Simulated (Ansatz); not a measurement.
```yaml
crystal:
  periodic: [false, false, false]
  atoms:
    - {symbol: F, position_ang: [0.705229, -0.812946, 1.717547]}
    - {symbol: P, position_ang: [0.442648, -0.598169, 0.209269]}
    - {symbol: F, position_ang: [-0.025461, -2.018959, -0.180899]}
    - {symbol: F, position_ang: [1.894549, -0.645344, -0.319638]}
    - {symbol: Ag, position_ang: [-0.860302, 1.161684, -0.406706]}
    - {symbol: Cl, position_ang: [-2.156664, 2.913745, -1.019582]}
basis:
  gaussian: {orbitals: def2-TZVPP, fitting: {mean_field: cc-pVTZ-jkfit}}
hamiltonian: {xc: {name: rPW86-PBE}, dispersion: d3bjatm}
output: {forces: true}
```

```sh
$ ansatz run in.yaml --threads 4 --pin off --events-out ev --progress --plain --max-ram 10444MiB
```

Task: How does Ansatz answer? (An estimate is asked.)

Result: Computed: The input was rejected before any iteration.
```
Functional definition: rPW86-PBE
Error: <dir> the basis set cc-pVTZ-JKFIT has no functions for Ag
```
